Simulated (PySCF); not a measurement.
PySCF input for Au2, SMILES [Au][Au], multiplicity 1, TDDFT-B3LYP/def2-TZVPD. Geometry: PBE-D3(BJ)/def2-TZVPD. The spin state was assumed, not searched. The def2 effective core potentials stand for the cores of Au; spin–orbit coupling is left out.

```python
import numpy as np
from pyscf import gto, scf, dft, tdscf

mol = gto.M(
    atom='''
    Au    0.00000000    0.00000000   -1.26567693
    Au    0.00000000    0.00000000    1.26567693
    ''',
    basis='def2-TZVPD',
    ecp={'Au': 'def2-tzvp'},
    charge=0,
    spin=0,
    symmetry=True,
    symmetry_subgroup='D2h',
    max_memory=1600,
    verbose=4,
)
mf = dft.RKS(mol, xc='b3lyp').density_fit(auxbasis='def2-universal-jkfit')
mf.grids.level = 3
mf.conv_tol = 1e-9
mf.max_cycle = 100
mf.kernel()
mf.grids = dft.Grids(mol).set(level=1).build(with_non0tab=True)  # coarser grid for the response kernel
td = tdscf.TDDFT(mf)
td.singlet = True
td.nstates = 10
td.conv_tol = 1e-4
td.positive_eig_threshold = 1e-6
td.kernel(x0=td.get_init_guess(mf, 15))
td.analyze()
tt = tdscf.TDA(mf)
tt.singlet = False
tt.nstates = 4
tt.conv_tol = 1e-4
tt.positive_eig_threshold = 1e-6
tt.kernel(x0=tt.get_init_guess(mf, 9))
tt.analyze(verbose=3)
```

Output:

```
PySCF version 2.14.0

[INPUT] verbose = 4
[INPUT] num. atoms = 2
[INPUT] num. electrons = 38
[INPUT] charge = 0
[INPUT] spin (= nelec alpha-beta = 2S) = 0
[INPUT] symmetry True subgroup D2h
[INPUT] Mole.unit = angstrom
[INPUT] Symbol           X                Y                Z      unit          X                Y                Z       unit  Magmom
[INPUT]  1 Au     0.000000000000   0.000000000000  -1.265676930000 AA    0.000000000000   0.000000000000  -2.391782759880 Bohr   0.0
[INPUT]  2 Au     0.000000000000   0.000000000000   1.265676930000 AA    0.000000000000   0.000000000000   2.391782759880 Bohr   0.0

nuclear repulsion = 75.4667200665971
point group symmetry = Dooh, use subgroup D2h
symmetry origin: [0. 0. 0.]
symmetry axis x: [1. 0. 0.]
symmetry axis y: [0. 1. 0.]
symmetry axis z: [0. 0. 1.]
num. orbitals of irrep Ag = 19
num. orbitals of irrep B1g = 4
num. orbitals of irrep B2g = 10
num. orbitals of irrep B3g = 10
num. orbitals of irrep Au = 4
num. orbitals of irrep B1u = 19
num. orbitals of irrep B2u = 10
num. orbitals of irrep B3u = 10
number of shells = 30
number of NR pGTOs = 138
number of NR cGTOs = 86
basis = def2-TZVPD
ecp = {'Au': 'def2-tzvp'}


[settings echo left out]
init E= -240.200723441965
HOMO (Ag) = -1.09297149480825  LUMO (B1u) = -0.900117048274343  gap/eV = 5.24784
cycle= 1 E= -270.19554790445  delta_E=  -30  |g|= 2.76  |ddm|= 12.3
HOMO (B1g) = 0.0896246054240319  LUMO (Ag) = 0.0896249442409016  gap/eV = 0.00001

WARN: Ag LUMO 0.0896249442409016 < system HOMO 0.0896246054240319


WARN: B1g HOMO 0.0896246054240319 > system LUMO 0.0896249442409016

cycle= 2 E= -251.367318992013  delta_E= 18.8  |g|=    8  |ddm|= 56.5
HOMO (Ag) = -0.431461963105622  LUMO (B1u) = -0.286538238128236  gap/eV = 3.94358
cycle= 3 E= -271.537501819223  delta_E= -20.2  |g|= 0.355  |ddm|= 56.4
HOMO (Ag) = -0.237932351228806  LUMO (B1u) = -0.119032602344685  gap/eV = 3.23543
cycle= 4 E= -271.586908129232  delta_E= -0.0494  |g|= 0.172  |ddm|= 1.15
HOMO (Ag) = -0.253879282849693  LUMO (B1u) = -0.133246984278809  gap/eV = 3.28257
cycle= 5 E= -271.592299657709  delta_E= -0.00539  |g|= 0.0433  |ddm|= 0.129
HOMO (Ag) = -0.256881076090104  LUMO (B1u) = -0.134259084163076  gap/eV = 3.33671
cycle= 6 E= -271.592581012244  delta_E= -0.000281  |g|= 0.0144  |ddm|= 0.0292
HOMO (Ag) = -0.258733856787214  LUMO (B1u) = -0.135969222865155  gap/eV = 3.34060
cycle= 7 E= -271.592619917904  delta_E= -3.89e-05  |g|= 0.00168  |ddm|= 0.0123
HOMO (Ag) = -0.258917360093244  LUMO (B1u) = -0.136059498363995  gap/eV = 3.34313
cycle= 8 E= -271.592620466368  delta_E= -5.48e-07  |g|= 7.83e-05  |ddm|= 0.0015
HOMO (Ag) = -0.258905194671344  LUMO (B1u) = -0.136052849654999  gap/eV = 3.34298
cycle= 9 E= -271.592620467811  delta_E= -1.44e-09  |g|= 8.3e-06  |ddm|= 0.000124
HOMO (Ag) = -0.258904932744984  LUMO (B1u) = -0.136052469936122  gap/eV = 3.34299
cycle= 10 E= -271.592620467834  delta_E= -2.29e-11  |g|= 7.94e-07  |ddm|= 1.91e-05
HOMO (Ag) = -0.258904815436066  LUMO (B1u) = -0.13605245104174  gap/eV = 3.34298
Extra cycle  E= -271.592620467834  delta_E= 2.84e-13  |g|= 1.09e-06  |ddm|= 1.86e-06
converged SCF energy = -271.592620467834
tot grids = 17872
Overwritten attributes  positive_eig_threshold  of <class 'pyscf.tdscf.rks.TDDFT'>


******** <class 'pyscf.tdscf.rks.TDDFT'> for <class 'pyscf.df.df_jk.DFSymAdaptedRKS'> ********
nstates = 10 singlet
deg_eia_thresh = 1.000e-03
wfnsym = None
conv_tol = 0.0001
eigh lindep = 1e-12
eigh level_shift = 0
eigh max_cycle = 100


Excitation energies (eV)
[2.6652468  2.73777377 2.73777377 2.90947322 2.90948829 2.92680237
 3.23179582 3.23181112 4.25271171 4.25271171]

** Singlet excitation energies and oscillator strengths **
Excited State   1:   Ag      2.66525 eV    465.19 nm  f=0.0000
      18 -> 20        0.70626
Excited State   2:  B2u      2.73777 eV    452.87 nm  f=0.0075
      17 -> 20        0.70634
Excited State   3:  B3u      2.73777 eV    452.87 nm  f=0.0075
      16 -> 20        0.70634
Excited State   4:   Ag      2.90947 eV    426.14 nm  f=0.0000
      15 -> 20        0.70499
Excited State   5:  B1g      2.90949 eV    426.14 nm  f=0.0000
      14 -> 20        0.70499
Excited State   6:  B1u      2.92680 eV    423.62 nm  f=0.1648
       9 -> 20        0.15307
      19 -> 20       -0.68804
Excited State   7:  B1u      3.23180 eV    383.64 nm  f=0.0000
      13 -> 20        0.70444
Excited State   8:   Au      3.23181 eV    383.64 nm  f=0.0000
      12 -> 20        0.70444
Excited State   9:  B3g      4.25271 eV    291.54 nm  f=0.0000
      10 -> 20        0.70207
Excited State  10:  B2g      4.25271 eV    291.54 nm  f=0.0000
      11 -> 20        0.70207

** Transition electric dipole moments (AU) **
state          X           Y           Z        Dip. S.      Osc.
  1        -0.0000     -0.0000      0.0000      0.0000      0.0000
  2        -0.0000     -0.3347     -0.0000      0.1120      0.0075
  3        -0.3347     -0.0000      0.0000      0.1120      0.0075
  4         0.0000      0.0000      0.0000      0.0000      0.0000
  5         0.0000     -0.0000     -0.0000      0.0000      0.0000
  6         0.0000      0.0000      1.5162      2.2988      0.1648
  7        -0.0000     -0.0000     -0.0000      0.0000      0.0000
  8        -0.0000     -0.0000     -0.0000      0.0000      0.0000
  9         0.0000     -0.0000     -0.0000      0.0000      0.0000
 10        -0.0000     -0.0000      0.0000      0.0000      0.0000

WARN: ECP detected. Skipping calculation of transition velocity and magnetic dipole moments, which have not yet been implemented.

Overwritten attributes  positive_eig_threshold  of <class 'pyscf.tdscf.rks.TDA'>


******** <class 'pyscf.tdscf.rks.TDA'> for <class 'pyscf.df.df_jk.DFSymAdaptedRKS'> ********
nstates = 4 triplet
deg_eia_thresh = 1.000e-03
wfnsym = None
conv_tol = 0.0001
eigh lindep = 1e-12
eigh level_shift = 0
eigh max_cycle = 100


Excitation energies (eV)
[1.96289541 2.09417353 2.21751822 2.21751822]

** Triplet excitation energies and oscillator strengths **
Excited State   1:  B1u      1.96290 eV    631.64 nm  f=0.0000
Excited State   2:   Ag      2.09417 eV    592.04 nm  f=0.0000
Excited State   3:  B2u      2.21752 eV    559.11 nm  f=0.0000
Excited State   4:  B3u      2.21752 eV    559.11 nm  f=0.0000
```

The run converged.

Cost: very roughly 29 core-seconds.
